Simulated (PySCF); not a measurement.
# Correlation energy of Si⁻ (silicon, charge -1)

[Ne] 3s2 3p3, high-spin 4S determinant. Computed with PySCF 2.14 in aug-cc-pV(T+d)Z (6s5p4d2f, 55 functions), with no relativity, point nucleus. Frozen: [Ne]; 5 electrons correlated.

```json
{"level": "CCSD", "correlation energy (mhartree)": "-92.31"}
{"level": "(T)", "correlation energy (mhartree)": "-4.78"}
{"level": "CCSD(T)", "correlation energy (mhartree)": "-97.09"}
```

Diagnostics: T1 = 0.0072, D1 = 0.0158, largest double amplitude 0.050.

Q: Is a single reference adequate?

A: Yes: T1 lies below 0.03 and no double amplitude reaches 0.07.
